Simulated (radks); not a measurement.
Results of a calculation; reference values are marked as such.
Question: Species: the lead anion Pb-. Configuration: [Hg] 6p3. Level of theory: scalar-relativistic Kohn-Sham, PBE, spin-polarised, spherical densities, finite nucleus; open shells are filled with parallel spins first (spin-orbit coupling, left out, can overturn this in heavy ions); Fermi nuclear charge, rms radius 5.5012 fm; hard spherical wall at 2 bohr (a radial shooting solver on a logarithmic mesh with Libxc functionals). Some entries of the table are withheld. Estimate them.

| orbital | occ. | eigenvalue (eV) | r(max) (bohr) |
|---|---|---|---|
| 1s up | 1 | -87966.74 | 0.009847 |
| 1s down | 1 | -87966.30 | 0.009847 |
| 2s up | 1 | -15650.78 | 0.05717 |
| 2s down | 1 | -15650.55 | 0.05717 |
| 2p up | 3 | -13415.60 | 0.04761 |
| 2p down | 3 | -13415.24 | 0.04761 |
| 3s up | 1 | -3682.784 | 0.1612 |
| 3s down | 1 | -3682.500 | 0.1612 |
| 3p up | 3 | -3041.587 | 0.1613 |
| 3p down | 3 | -3041.264 | 0.1613 |
| 3d up | 5 | -2385.545 | 0.1315 |
| 3d down | 5 | -2385.230 | 0.1315 |
| 4s up | 1 | -760.8838 | 0.3626 |
| 4s down | 1 | -760.3921 | 0.3626 |
| 4p up | 3 | -551.1003 | 0.3828 |
| 4p down | 3 | -550.5834 | 0.3828 |
| 4d up | 5 | -307.7990 | 0.3891 |
| 4d down | 5 | -307.2144 | 0.3892 |
| 5s up | 1 | -63.0141 | 0.8024 |
| 5s down | 1 | -61.7933 | 0.8040 |
| 4f up | 7 | -39.6693 | 0.3518 |
| 4f down | 7 | -38.9994 | 0.3518 |
| 5p up | 3 | -7.5951 | 0.9055 |
| 5p down | 3 | -6.4323 | 0.9080 |
| 5d up | 5 | 58.9288 | 1.092 |
| 5d down | 5 | 60.3063 | 1.087 |
| 6s up | 1 | 109.7059 | 1.466 |
| 6s down | 1 | 112.7540 | 1.462 |
| 5f up | 0 | 130.3246 | 1.317 |
| 5f down | 0 | 132.2278 | 1.304 |
| 6p up | 3 | (1) | (2) |
| 6p down | 0 | (3) | (4) |
| 6d up | 0 | 211.3464 | 1.575 |
| 6d down | 0 | 214.3577 | 1.574 |
| 7s up | 0 | 348.7816 | (5) |
| 7s down | 0 | 350.2915 | (6) |

Answer: 
(1) 6p up eigenvalue (eV): 149.7994
(2) 6p up r(max) (bohr): 1.520
(3) 6p down eigenvalue (eV): 153.0335
(4) 6p down r(max) (bohr): 1.518
(5) 7s up r(max) (bohr): 1.689
(6) 7s down r(max) (bohr): 1.689
